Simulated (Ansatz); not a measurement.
Geometry optimisation, RKS BHLYP-D4/STO-3G (Ansatz 0.2.0).

input.yaml

```yaml
crystal:
  periodic: [false, false, false]
  atoms:
    - { symbol: C, position_ang: [-0.2422, -1.3047, 0.3111] }
    - { symbol: C, position_ang: [0.257, 0.1587, 0.3562] }
    - { symbol: Cl, position_ang: [1.1862, 0.5329, 1.7969] }
    - { symbol: Al, position_ang: [0.9857, 0.927, -1.2357] }
    - { symbol: B, position_ang: [-0.8093, 1.3048, -0.0149] }
    - { symbol: F, position_ang: [-2.015, 2.0664, 0.3035] }
    - { symbol: H, position_ang: [0.5781, -1.9812, 0.2926] }
    - { symbol: H, position_ang: [-0.8731, -1.4076, -0.6151] }
    - { symbol: H, position_ang: [-0.9117, -1.4376, 1.2383] }
    - { symbol: H, position_ang: [1.9274, 1.0901, -2.4302] }
basis:
  gaussian: { orbitals: STO-3G }
hamiltonian:
  xc: { name: BHLYP }
  dispersion: d4
relax:
  f_tol: 0.02
  max_steps: 40
scf:
  lower_state_search: "off"
output:
  orbitals: {}
```

Launched with:

```bash
$ ansatz run input.yaml --threads 1 --pin off --max-ram 2048MiB --backend cpu --events-out ev --progress --plain --runs-dir out
```

Task: Where does it end, and by what steps?

Result: It converged. Limits of this set-up: minimal basis. After 19 steps the energy has fallen by 2.297 eV; H10 moved furthest, 0.80 Å.

| step | energy less start (eV) | largest force component (eV/Å) | accepted |
| --- | --- | --- | --- |
| 0 | 0.0000 | 4.850 | yes |
| 1 | -1.8770 | 3.592 | yes |
| 2 | -2.1807 | 0.470 | yes |
| 3 | -2.1927 | 0.174 | yes |
| 4 | -2.1950 | 0.068 | yes |
| 5 | -2.1964 | 0.083 | yes |
| 6 | -2.1970 | 0.079 | yes |
| 7 | -2.1972 | 0.027 | yes |
| 8 | -2.1974 | 0.044 | yes |
| 9 | -2.2005 | 0.229 | yes |
| 10 | -2.1918 | 0.943 | no |
| 11 | -2.2164 | 0.395 | yes |
| 12 | -2.2311 | 0.848 | yes |
| 13 | -2.2454 | 0.636 | yes |
| 14 | -2.2743 | 0.462 | yes |
| 15 | -2.2883 | 0.301 | yes |
| 16 | -2.2947 | 0.226 | yes |
| 17 | -2.2965 | 0.111 | yes |
| 18 | -2.2974 | 0.022 | yes |
| 19 | -2.2975 | 0.006 | yes |

```xyz
10
Properties=species:S:1:pos:R:3
C -0.082 -1.160 0.187
C 0.150 0.341 0.529
Cl 0.813 0.461 2.242
Al 0.486 0.839 -1.327
B -0.856 1.340 -0.056
F -1.482 2.351 0.478
H 0.826 -1.749 0.342
H -0.395 -1.298 -0.861
H -0.875 -1.599 0.800
H 1.499 0.423 -2.332
```

Time of the run: 53 s on 1 thread of Arm Neoverse V2 (shared host), peak memory 0.17 GiB.
